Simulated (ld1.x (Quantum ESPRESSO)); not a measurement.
## Transferability test, PAW potential for Ir (Z = 77)

ld1.x (Quantum ESPRESSO) 7.5 input, shortened:

```
&input
   title='Ir', zed=77., rel=2, dft='REVPBE', iswitch=3,
   config='[Xe] 4f14 5d7 6s2 6p0', rel_dist='average'
 /
 &inputp
   pseudotype=3, lpaw=.true., tm=.true., lloc=-2, rcloc=1.95,
   nlcc=.true., new_core_ps=.true.,
   which_augfun='BESSEL', rmatch_augfun=0.95
 /
6
6S  1  0   2.00   0.00  2.00  2.20  0.0
6S  1  0   0.00   2.30  2.00  2.20  0.0
6P  2  1   0.00   0.00  2.00  2.80  0.0
6P  2  1   0.00   1.55  2.00  2.80  0.0
5D  3  2   7.00   0.00  1.30  1.80  0.0
5D  3  2   0.00   1.15  1.30  1.80  0.0
 &test
   configts(1)='5d7 6s2 6p0'
 /
```

Open shells are filled in proportion to 2j + 1 (rel_dist='average').

Energies are relative to the spin-unpolarised reference configuration 5d7 6s2 6p0; without spin polarisation the order of configurations can differ from experiment.

| valence configuration | charge | ΔE all-electron (eV) | error AE − PS (meV) |
| --- | --- | --- | --- |
| 5d7 6s1 6p0 | +1 | 9.794 | -1.7 |
| 5d7 6s0 6p0 | +2 | 27.131 | -9.1 |
| 5d6 6s0 6p0 | +3 | 57.582 | -108 |
| 5d8 6s0 6p0 | +1 | 8.492 | -36 |
| 5d7 6s0 6p2 | 0 | 10.869 | -0.9 |
| 5d6 6s2 6p1 | 0 | 7.119 | -33 |
| 5d7 6s0 6p1 | +1 | 16.180 | -4.1 |

Levels in the configuration 5d7 6s1 6p0:

```csv
level,all-electron (eV),pseudo (eV)
5d j=3/2,-16.026,-16.025
5d j=5/2,-14.760,-14.759
6s j=1/2,-13.455,-13.458
```

The ghost test of this file was not conclusive.
